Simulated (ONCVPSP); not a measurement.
## Zr (Z = 40): ONCV pseudisation with PBE, scalar-relativistic reference atom.

- Element: Zr (Z = 40)
- Generator: ONCVPSP 4.0.1
- Type: optimised norm-conserving Vanderbilt (ONCV)
- Functional: PBE
- Relativity: scalar-relativistic
- Frozen core: [Kr]
- Valence charge: 4
- Reference configuration: 4d2 (charge +2)
- Partial waves: s scattering state at 0.28 Ha: rc 2.20 bohr, ncon 4, nbas 8, qcut 3.1 1/bohr, 2 projectors, debl 3.5 Ha; p scattering state at 0.24 Ha: rc 2.60 bohr, ncon 4, nbas 8, qcut 3 1/bohr, 1 projector; 4d: rc 2.90 bohr, ncon 4, nbas 9, qcut 4.4 1/bohr, 2 projectors, debl 1.7 Ha
- Local potential: polynomial inside 1.85 bohr (lpopt 1, dvloc0 0 Ha)
- Core correction: Teter function, fcfact 3.75, rcfact 1.3

(1) Is a potential produced?

## Answers

(1) No. ONCVPSP 4.0.1 stopped with "ERROR pspot: first pseudo wave function has node, program will stop": the optimised pseudo-wave of the first projector has a node, so the radial equation cannot be inverted for a potential. It happened in the s channel.
